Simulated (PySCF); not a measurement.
# Sc³⁺ (scandium, charge +3) across methods

[Ar], closed-shell 1S. Computed with PySCF 2.14 in def2-QZVPPD (11s6p5d3f2g, 93 functions), with the non-relativistic Hamiltonian (point nucleus).

| method | E (hartree) | mean ε 2p (eV) | mean ε 3s (eV) | mean ε 3p (eV) | Σ⟨r²⟩ (bohr²) | ⟨S²⟩ |
| --- | --- | --- | --- | --- | --- | --- |
| PBE0 | -758.796 | -431.51 | -90.130 | -67.303 | 12.56 | 0.000 |
| LDA | -757.009 | -421.61 | -85.769 | -64.772 | 12.59 | 0.000 |
| LC-wPBE | -758.817 | -427.59 | -92.285 | -70.184 | 12.57 | 0.000 |
| r2SCAN0 | -758.950 | -434.68 | -91.281 | -67.801 | 12.55 | 0.000 |
| UHF | -758.21368 | -459.80 | -101.17 | -73.673 | 12.60 | 0.000 |
| revPBE | -758.872 | -421.56 | -86.012 | -64.714 | 12.57 | 0.000 |
| r2SCAN | -758.948 | -425.98 | -87.740 | -65.499 | 12.55 | 0.000 |
| MN15 | -759.007 | -427.90 | -89.638 | -68.532 | 12.48 | 0.000 |

(1) Estimate the same row for PBE.

Answers

(1) E (hartree) = -758.739; mean ε 2p (eV) = -421.70; mean ε 3s (eV) = -85.991; mean ε 3p (eV) = -64.738; Σ⟨r²⟩ (bohr²) = 12.57; ⟨S²⟩ = 0.000.
